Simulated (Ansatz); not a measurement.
The cluster Ag2Cl, relaxed as a doublet with UKS PBE-D4/def2-TZVP in Ansatz, starting from the GFN1-xTB geometry. Force threshold 0.02 eV/Å.

In the def2 sets Ag takes a core potential; there is no spin–orbit coupling. The relaxation made no stability test and no search for a lower SCF solution. No other spin state of charge 0 was run. Another isomer (doublet) lies 0.39 eV lower at PBE0-D4/def2-TZVP; other spin states weren't run for this one.

Start:

Cartesian coordinates in Å:
```
Ag 2.0646 0.6219 1.2257
Ag -2.0530 -0.6386 -1.2353
Cl -0.0116 0.0167 0.0095
```

```json
{"step": "1", "energy (eV)": "-20519.2259", "largest force component (eV/Å)": "0.256", "SCF passes": "17"}
{"step": "2", "energy (eV)": "-20519.2433", "largest force component (eV/Å)": "0.081", "SCF passes": "20"}
{"step": "3", "energy (eV)": "-20519.2449", "largest force component (eV/Å)": "0.006", "SCF passes": "20"}
```

Force components are those of the run's own axes.

End:

Cartesian coordinates in Å:
```
Ag 2.013 0.606 1.195
Ag -2.002 -0.623 -1.205
Cl -0.011 0.016 0.010
```

By distances, no bond broke or formed. The bond that changes most is Ag1–Cl3, from 2.48 to 2.42 Å (atoms count from 1).

No frequencies were taken in this run, so the end may be a saddle point.

It took 3.1 s on 4 threads of Arm Neoverse V1 on a shared host.
